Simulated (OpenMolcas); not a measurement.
**d4 ions of charge +4 down a group with 6 water ligands in octahedral coordination**

```yaml
Program: OpenMolcas 26.06
Method: SS-CASPT2, IPEA 0.25 Eh, imaginary shift 0.1 Eh
Spin-orbit_coupling: state interaction with AMFI integrals over the reference wave functions
```

The d shell is active; CASPT2 correlates the ligand valence shells and the outer metal core. Anionic complexes are neutralised by point charges behind the ligands. Distances were set from a Shannon-type radius of the metal (high-spin where two are listed) plus a fixed donor radius (H2O 1.36 Å). Ligand basis ANO-RCC-VDZP, DKH2 Hamiltonian. States (labels of O, taken over from Oh, the nearest higher group). Energies in cm-1 above the lowest state or level, χT in cm3 K/mol; under a threefold ground state the first gap can be a small split of the lowest multiplet, not the spin-orbit step. Spin-only χT is S(S+1) / 2 for the spin of the ground state.

```tsv
Ion	Shell	R (Å)	Metal basis	Ground state	First state of that spin	First gap with spin-orbit (degeneracies)	χT at 300 K	First state of another spin	Spin-only χT
Ru4+	4d4	1.98	ANO-RCC-VDZP	3T1	3E 27030	800 (1, 3)	0.984	1T2 6370	1.000
Os4+	5d4	1.99	ANO-RCC-VTZP	3T1	3E 32720	3880 (1, 3)	0.186	1T2 6270	1.000
```

The rows also differ in their metal basis, so part of each step comes from that.

Below the highest spin of the shell: Ru4+, Os4+. χT departs most from the spin-only value for Os4+, by -0.814 cm3 K/mol.

Roots that are degenerate in the reference are averaged as groups; the widest CASPT2 spread within a group is 1100 cm-1 (the 3-fold group of multiplicity 1 near 92600 cm-1 above the lowest state of its run, Os4+). Shifts and gaps below about the spread of the groups concerned are not significant. Over all roots computed the reference weight is 0.66 to 0.69 in Ru4+, 0.67 to 0.70 in Os4+; a low but even weight reflects the number of correlated electrons. Ligand-to-metal charge-transfer states are missing. With no ligand orbital active B as a rule stays too high, so bands that hang on it stand too high and its fall with covalency is understated. With one d shell and no ligand orbital active, 10Dq can be off by a tenth or more. An orbital triplet at a regular site is open to Jahn-Teller coupling, which can distort the site and quench the lowest spin-orbit gaps and is left out (holds for Ru4+). The least metal-like active orbital is 74 % on the metal (Löwdin) and no ligand orbital is active, so the numbers are rough (holds for Ru4+). The least metal-like active orbital is 73 % on the metal (Löwdin) and no ligand orbital is active, so the numbers are rough (holds for Os4+). No measured value stands beside these numbers; the geometry is a model, was not optimised and need not be the one that this ion takes.
